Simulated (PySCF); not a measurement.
## Calculated NMR data

- shieldings: GIAO PBE0/pcSseg-1
- geometry: GFN2-xTB
- program: PySCF 2.14
- no relativistic terms, averaged over atoms made equivalent by symmetry, fast rotation or ring inversion, a single conformation, isolated molecule

Scale: 1H (31.72 ppm), 13C (186.93 ppm) against TMS (reference shieldings calculated alike). Where no couplings were computed, multiplicities follow the n + 1 count of equivalent neighbours, and m marks all less simple cases (inequivalent or close neighbours, rings, F or P nearby). Shifts are as computed. Against solution values, carbons near 30 ppm lie about +3 ppm off and those near 130 ppm about +5 ppm; carbons on Cl a further +6 ppm. Of 1309 compounds with measured shifts, 239 miss one by over three times the rms of a fit or turn the order of signals round; such compounds aren't used in these exercises. Carbons bonded to Cl come out too deshielded.

Compound 1 (C4H8N2O2Si). 1H NMR (400 MHz, computed): δ 5.10 (s, 3H), 2.96 (q, 2H), 1.40 (t, 3H). 13C{1H} NMR (computed): δ 188.0 (C), 177.3 (C), 25.6 (CH2), 16.1 (CH3). Structure: SMILES [SiH3]OC1=NOC(CC)=N1.

Compound 2 (C5H9ClOSi). 1H NMR (400 MHz, computed): δ 4.98 (s, 3H), 4.17 (d, 1H), 1.76 (m, 1H), 0.74 (m, 2H), 0.21 (m, 2H). 13C{1H} NMR (computed): δ 145.0 (C), 117.4 (CH), 12.9 (CH), 8.7 (CH2). Structure: `C1(/C=C(\O[SiH3])Cl)CC1`.

Compound 3 (C4H12N2OSi2). 1H NMR (400 MHz, computed): δ 8.23 (s, 1H), 5.38 (s, 2H), 4.69 (s, 3H), 3.05 (s, 3H), 2.53 (s, 3H). 13C{1H} NMR (computed): δ 205.9, 173.8, 34.1, 25.0. Structure: `CC(=O)/C=N/[SiH2]N(C)[SiH3]`.
